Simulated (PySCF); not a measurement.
C4H14OSi2.
Numbering: `[CH3:1][SiH:2]([CH3:3])[O:4][SiH:5]([CH3:6])[CH3:7]` (hydrogens: H8, H9, H10 on C1; H11 on Si2; H12, H13, H14 on C3; H15 on Si5; H16, H17, H18 on C6; H19, H20, H21 on C7)

The same species was optimised twice, with GFN2-xTB and with PBE0-D3(BJ)/def2-SVP (PySCF), and the same property calculations (PySCF, gas phase) were run on both structures.

```
       coordinate  GFN2-xTB  PBE0-D3(BJ)/def2-SVP  change
       O4–Si5 (Å)     1.626                 1.663  +0.037
       Si2–O4 (Å)     1.626                 1.663  +0.037
       Si5–C7 (Å)     1.900                 1.872  -0.028
       C1–Si2 (Å)     1.900                 1.873  -0.027
       Si2–C3 (Å)     1.901                 1.875  -0.026
       Si5–C6 (Å)     1.901                 1.876  -0.025
   Si2–O4–Si5 (°)     163.0                 143.8   -19.2
    O4–Si5–C7 (°)     108.5                 109.6    +1.1
    C1–Si2–O4 (°)     109.2                 110.0    +0.8
    O4–Si5–C6 (°)     109.7                 110.0    +0.3
    C1–Si2–C3 (°)     110.4                 110.7    +0.3
    C6–Si5–C7 (°)     110.8                 110.6    -0.2
    C3–Si2–O4 (°)     109.6                 109.7    +0.1
C1–Si2–O4–Si5 (°)        74                    71      -3
Si2–O4–Si5–C6 (°)       -24                   -41     -17
```

Rotational constants: A = 2485, B = 984.7, C = 874.7 MHz (GFN2-xTB) against A = 2397, B = 1106, C = 940.2 MHz (PBE0-D3(BJ)/def2-SVP). Atoms that the bonding makes alike are paired by their places after alignment.

On the GFN2-xTB structure: HOMO (eV) -7.91 [PBE0/pcSseg-1]; LUMO (eV) 1.11 [PBE0/pcSseg-1]; dipole (D) 1.13 [PBE0/pcSseg-1]; GIAO shielding of C1/C3/C6/C7 (mean) (ppm) 184.7 [PBE0/pcSseg-1]; GIAO shielding of Si2/Si5 (mean) (ppm) 356.6 [PBE0/pcSseg-1]; GIAO shielding of O4 (ppm) 278.0 [PBE0/pcSseg-1].

Problem. What do these properties become on the PBE0-D3(BJ)/def2-SVP structure?

Solution. 
| property | level | on GFN2-xTB | on PBE0-D3(BJ)/def2-SVP | change |
| --- | --- | --- | --- | --- |
| HOMO (eV) | PBE0/pcSseg-1 | -7.91 | -8.00 | -0.09 |
| LUMO (eV) | PBE0/pcSseg-1 | 1.11 | 1.00 | -0.11 |
| dipole (D) | PBE0/pcSseg-1 | 1.13 | 1.62 | +0.49 |
| energy, GFN2-xTB geometry as zero (kcal/mol) | PBE0/pcSseg-1 | 0.0 | -2.4 | -2.4 |
| GIAO shielding of C1/C3/C6/C7 (mean) (ppm) | PBE0/pcSseg-1 | 184.7 | 182.1 | -2.6 |
| GIAO shielding of Si2/Si5 (mean) (ppm) | PBE0/pcSseg-1 | 356.6 | 350.1 | -6.5 |
| GIAO shielding of O4 (ppm) | PBE0/pcSseg-1 | 278.0 | 272.6 | -5.4 |

The heavy atoms differ by 0.301 Å rms after alignment (one structure mirrored). Among bonds between heavy atoms Si2–O4 and O4–Si5 change most and about equally (+0.037 Å). Changes are differences of the printed values. Neither structure is proved a minimum here.

Conformer computed: `[CH3:1][SiH:2]([CH3:3])[O:4][SiH:5]([CH3:6])[CH3:7]`: C1–Si2–O4–Si5 71°, Si2–O4–Si5–C6 -41°.
